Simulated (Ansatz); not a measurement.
Basis sets compared for Ge(SH)2H2 (GeH₄S₂). Total charge 0; singlet. Geometry PBE-D4/def2-TZVP. Ansatz on 4 threads of Intel Xeon on a shared host; times are rough, and most runs start from earlier orbitals.

| atom | x (Å) | y (Å) | z (Å) |
| --- | --- | --- | --- |
| Ge1 | -0.646 | 0.086 | 0.027 |
| S2 | 0.455 | -1.463 | 1.210 |
| H3 | 1.256 | -0.555 | 1.816 |
| S4 | 0.722 | 1.305 | -1.260 |
| H5 | 1.205 | 0.225 | -1.918 |
| H6 | -1.336 | 1.128 | 0.937 |
| H7 | -1.657 | -0.728 | -0.812 |

Binding counts from free atoms (Ge triplet, S triplet, H doublet) in the same basis, without a counterpoise term.

```csv
level,functions,energy (Eh),HOMO (eV),LUMO (eV),binding per atom (eV),wall time
PBE-D4/def2-SVP,88,-2874.6627,-5.96,-1.16,2.82,2.8 s
PBE-D4/def2-TZVP,146,-2875.2072,-6.14,-1.58,2.84,4.8 s
r2SCAN-D4/def2-TZVP (with forces),146,-2875.8024,-6.43,-1.34,2.85,8.6 s
PBE0-D4/def2-SVP,88,-2874.7888,-7.23,-0.22,2.79,4.9 s
PBE0-D4/def2-TZVP,146,-2875.3290,-7.35,-0.66,2.81,6.1 s
```

(1) Estimate the rows for PBE-D4/def2-TZVPD, r2SCAN-D4/def2-TZVPD, PBE0-D4/def2-TZVPD.

Answers

(1) 
```
               level  functions  energy (Eh)  HOMO (eV)  LUMO (eV)  binding per atom (eV)  wall time
   PBE-D4/def2-TZVPD        182   -2875.2096      -6.20      -1.73                   2.84        7 s
r2SCAN-D4/def2-TZVPD        182   -2875.8043      -6.45      -1.42                   2.85       12 s
  PBE0-D4/def2-TZVPD        182   -2875.3311      -7.39      -0.84                   2.81       10 s
```
